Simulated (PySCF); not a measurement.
# Bond lengths and vibrations by method: Ge2H3N

Calculated results; nothing here was measured. The program is PySCF 2.14.0, an open-source quantum chemistry code, run on an isolated molecule that a program drew, which may never have been made. The molecule is Ge2H3N (charge 0, singlet), drawn as the SMILES string `[GeH][N]=[GeH2]`.

The geometry was optimised and harmonic frequencies were computed with HF and MP2, all in the cc-pVDZ basis, for the commonest isotopes, with a restricted reference for singlets and an unrestricted one otherwise, and a frozen core in MP2. Germanium has the cc-pVDZ-PP basis, with a core potential (ECP10MDF) in place of its 10 inner electrons, and its 3s, 3p and 3d shells are frozen in MP2. Each result is a local minimum of its method.

Geometry at the HF minimum:
```xyz
6
Ge2H3N, angstrom
Ge   -0.8041   -3.3571    0.0237
N     0.4454   -2.3176    0.7849
Ge    1.5334   -1.4967    1.7314
H    -0.6566   -2.7701   -1.4570
H     1.1933   -0.1973    2.4481
H     2.9718   -1.9553    1.9284
```

Lengths of the bonds as drawn, in Å (atoms numbered as above):
| bond | HF | MP2 |
|---|---|---|
| Ge1-N2 | 1.795 | 1.827 |
| N2-Ge3 | 1.659 | 1.716 |
| Ge1-H4 | 1.600 | 1.601 |
| Ge3-H5 | 1.522 | 1.529 |
| Ge3-H6 | 1.522 | 1.529 |

Rotational constants, in GHz:
| constant | HF | MP2 |
|---|---|---|
| A | 84.49 | 79.15 |
| B | 1.104 | 1.058 |
| C | 1.103 | 1.057 |

Harmonic frequencies in cm^-1, each column in rising order, so a row needn't be the same motion in every method:
```
rank    HF   MP2
   1    68    61
   2   133   111
   3   362   333
   4   378   450
   5   599   461
   6   660   600
   7   824   752
   8   954   883
   9  1253     ?
  10  1914  1909
  11  2255  2206
  12  2276  2208
```

**Estimate the missing MP2 frequency from the HF column.**

A single factor s that minimises the squared misfit of MP2 against s times HF over the other rows is sum(HF x MP2) / sum(HF^2) = 0.9692, with an rms misfit of 53 cm^-1. For rank 9 it gives 0.9692 x 1253 = 1214 cm^-1. The calculation gives 1105 cm^-1, 109 cm^-1 below the estimate. The drawn bonds are on average 1.2 % longer in MP2 than in HF.
